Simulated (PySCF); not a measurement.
O₃Os, SMILES [O]=[Os](=[O])=[O], multiplicity 1.

Geometry: PBE0-D3(BJ)/def2-TZVP. The multiplicity is an assumed one; other spin states were not compared. The def2 effective core potentials stand for the cores of Os; spin–orbit coupling is left out.

All values below come from TDDFT-LC-ωPBE/def2-SVPD in PySCF.

Vertical excitations; the highest root listed may be one member of a degenerate set. The molecule is in vacuum. State labels are in the subgroup C2v.

Computed excitation energies, oscillator strengths and character:
```json
[
 {"state": "S1", "symmetry": "A2", "energy (eV)": "2.27", "λ (nm)": "547", "f": "0.000", "main pairs": "HOMO→LUMO (degenerate set)"},
 {"state": "S2", "symmetry": "B2", "energy (eV)": "2.27", "λ (nm)": "547", "f": "0.000", "main pairs": "HOMO→LUMO+1 (degenerate set)"},
 {"state": "S3", "symmetry": "A2", "energy (eV)": "4.06", "λ (nm)": "305", "f": "0.000", "main pairs": "HOMO−1→LUMO+1, HOMO−3→LUMO, HOMO−4→LUMO+1 (degenerate set)"},
 {"state": "S4", "symmetry": "B2", "energy (eV)": "4.06", "λ (nm)": "305", "f": "0.000", "main pairs": "HOMO−1→LUMO, HOMO−4→LUMO, HOMO−3→LUMO+1 (degenerate set)"},
 {"state": "S5", "symmetry": "A2", "energy (eV)": "4.52", "λ (nm)": "274", "f": "0.000", "main pairs": "HOMO−3→LUMO 49 %, HOMO−4→LUMO+1 49 %"},
 {"state": "S6", "symmetry": "B2", "energy (eV)": "4.73", "λ (nm)": "262", "f": "0.008", "main pairs": "HOMO−4→LUMO 49 %, HOMO−3→LUMO+1 49 %"},
 {"state": "S7", "symmetry": "B2", "energy (eV)": "5.01", "λ (nm)": "247", "f": "0.000", "main pairs": "HOMO−1→LUMO, HOMO−3→LUMO+1, HOMO−4→LUMO (degenerate set)"},
 {"state": "S8", "symmetry": "A2", "energy (eV)": "5.01", "λ (nm)": "247", "f": "0.000", "main pairs": "HOMO−1→LUMO+1, HOMO−4→LUMO+1, HOMO−3→LUMO (degenerate set)"},
 {"state": "S9", "symmetry": "B1", "energy (eV)": "5.30", "λ (nm)": "234", "f": "0.007", "main pairs": "HOMO−2→LUMO, HOMO→LUMO+3 (degenerate set)"},
 {"state": "S10", "symmetry": "A1", "energy (eV)": "5.30", "λ (nm)": "234", "f": "0.007", "main pairs": "HOMO−2→LUMO+1, HOMO→LUMO+2 (degenerate set)"},
 {"state": "T1", "symmetry": "A2", "energy (eV)": "1.59", "λ (nm)": "778", "f": "0", "main pairs": "HOMO→LUMO (degenerate set)"},
 {"state": "T2", "symmetry": "B2", "energy (eV)": "1.59", "λ (nm)": "778", "f": "0", "main pairs": "HOMO→LUMO+1 (degenerate set)"},
 {"state": "T3", "symmetry": "A2", "energy (eV)": "3.50", "λ (nm)": "354", "f": "0", "main pairs": "HOMO−1→LUMO+1, HOMO−3→LUMO, HOMO−4→LUMO+1 (degenerate set)"},
 {"state": "T4", "symmetry": "B2", "energy (eV)": "3.50", "λ (nm)": "354", "f": "0", "main pairs": "HOMO−1→LUMO, HOMO−4→LUMO, HOMO−3→LUMO+1 (degenerate set)"}
]
```
Triplets are in the Tamm–Dancoff approximation, which puts them higher than full response would, so one can lie above its singlet here.
